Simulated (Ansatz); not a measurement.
Reaction (ligand exchange at a B–O bond): `NB(O)F` + `[OH][GeH3]` → `NB(F)[O][GeH3]` + H₂O

Calculated with Ansatz (gas phase, PBE0-D4/def2-TZVP geometries, no zero-point term in ΔE). CBS: MP2 limit from def2 TZ/QZ plus the TZ coupled-cluster correction, frozen cores. This one scheme is used for every species. Functionals use def2-TZVPP. For Ge outer-core shells are correlated without core-valence functions, which leaves a few kJ/mol of doubt a bond. Scalar relativity is left out up to krypton. Each species was taken in one conformer, which may not be the lowest.

Question: Is it downhill or uphill in electronic energy at CCSD(T)/CBS, and by how much? (Best estimate.)

Answer: Computed: Downhill: ΔE = -20.1 kJ/mol.

Question: What do these levels give: PBE-D4, PBE0-D4, ωB97M-V, PBE, r2SCAN, PBE0, HF/def2-TZVPP, SCS-MP2/def2-TZVPP, CCSD/def2-TZVPP, MP2/def2-QZVPP, HF/CBS(def2), MP2/CBS(def2)? (Best estimate.)

Answer: Ansatz gave: PBE-D4 -13.7, PBE0-D4 -15.6, ωB97M-V -16.9, PBE -10.5, r2SCAN -14.0, PBE0 -12.6, HF/def2-TZVPP -15.5, SCS-MP2/def2-TZVPP -18.6, CCSD/def2-TZVPP -19.0, MP2/def2-QZVPP -19.9, HF/CBS(def2) -15.8, MP2/CBS(def2) -20.1 kJ/mol.

Largest T1 diagnostic among the species: 0.012.

The D4 term adds −5.2 kJ/mol with B3LYP and −3.0 kJ/mol with PBE0; it sums over pairs of atoms, weighted by their polarisabilities, and B3LYP, whose exchange is more repulsive, gets the larger term. In def2-TZVPP, CCSD(T) changes the Hartree–Fock value by −3.9 kJ/mol (the triples alone add −0.5 kJ/mol) and MP2 by −3.9 kJ/mol.

B3LYP here is the variant with VWN-RPA as its local correlation; programs differ in this.
